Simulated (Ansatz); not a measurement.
`CCBNC`, relaxed with RKS PBE0-D4/def2-TZVP in Ansatz 0.2.0 from a PBE-D4/def2-SVP geometry. The force threshold is 0.005 eV/Å; the program also tests the step.

The species carries charge 0 and has multiplicity 1.

Start:

```xyz
15

C     0.618    0.418    1.973
C    -0.550   -0.420    1.443
B    -0.728   -0.511   -0.130
N     0.157    0.120   -1.014
C     0.114    0.120   -2.464
H     0.541    1.479    1.649
H     0.672    0.425    3.081
H     1.597    0.036    1.609
H    -1.514   -0.054    1.868
H    -0.482   -1.466    1.826
H    -1.650   -1.147   -0.621
H     0.942    0.654   -0.627
H    -0.761   -0.467   -2.803
H     0.019    1.148   -2.880
H     1.026   -0.336   -2.911
```

```tsv
step	energy (eV)	largest force (eV/Å)	largest move (Å)
1	-5437.0360	0.638	0.000
2	-5437.0897	0.168	0.030
3	-5437.0942	0.048	0.013
4	-5437.0943	0.042	0.010
5	-5437.0944	0.011	0.003
6	-5437.0945	0.002	0.005
```

End:

```xyz
15

C     0.617    0.410    1.955
C    -0.550   -0.417    1.430
B    -0.716   -0.506   -0.132
N     0.159    0.129   -1.003
C     0.111    0.119   -2.445
H     0.547    1.453    1.631
H     0.660    0.417    3.047
H     1.576    0.020    1.600
H    -1.494   -0.040    1.844
H    -0.487   -1.443    1.816
H    -1.618   -1.136   -0.620
H     0.926    0.664   -0.623
H    -0.744   -0.475   -2.767
H    -0.002    1.128   -2.854
H     1.015   -0.322   -2.878
```

Hardware: 4 threads of an Arm Neoverse V1 on a shared host. Wall time 23 s, peak host memory 0.53 GiB.
